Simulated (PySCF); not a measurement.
Cd(OH)(OMe) (CH4CdO2), SMILES C[O][Cd][OH].

The structure is a stationary point at r2SCAN-D4/def2-SVP. The structure was generated by enumeration; whether it is a known compound was not checked. The def2 effective core potentials stand for the cores of Cd; spin–orbit coupling is left out. The values are those of a single conformer.

Level of theory: TDA-PBE0/def2-SVPD (PySCF).

Vertical excitations. Isolated molecule, no solvent.

| state | energy (eV) | λ (nm) | f | main pairs |
|---|---|---|---|---|
| S1 | 4.30 | 288 | 0.003 | HOMO→LUMO 98 % |
| S2 | 5.06 | 245 | 0.047 | HOMO−2→LUMO 49 %, HOMO−1→LUMO 45 % |
| S3 | 5.28 | 235 | 0.074 | HOMO−2→LUMO 49 %, HOMO−1→LUMO 41 % |
| S4 | 5.96 | 208 | 0.006 | HOMO→LUMO+2 80 %, HOMO→LUMO+1 19 % |
| S5 | 6.19 | 200 | 0.069 | HOMO→LUMO+1 65 %, HOMO→LUMO+2 16 % |
| S6 | 6.36 | 195 | 0.026 | HOMO−1→LUMO+1 36 %, HOMO−3→LUMO 35 %, HOMO−1→LUMO+2 15 %, HOMO−2→LUMO+2 12 % |
| S7 | 6.40 | 194 | 0.042 | HOMO−1→LUMO+1 63 %, HOMO−3→LUMO 21 % |
| S8 | 6.53 | 190 | 0.035 | HOMO−1→LUMO+2 70 %, HOMO−3→LUMO 12 % |
| S9 | 6.85 | 181 | 0.005 | HOMO−2→LUMO+1 98 % |
| S10 | 7.26 | 171 | 0.001 | HOMO→LUMO+3 89 % |
| T1 | 3.93 | 315 | 0 | HOMO→LUMO 96 % |
| T2 | 4.25 | 291 | 0 | HOMO−1→LUMO 95 % |
| T3 | 4.68 | 265 | 0 | HOMO−2→LUMO 96 % |
| T4 | 5.28 | 235 | 0 | HOMO−3→LUMO 95 % |
Triplets are in the Tamm–Dancoff approximation.
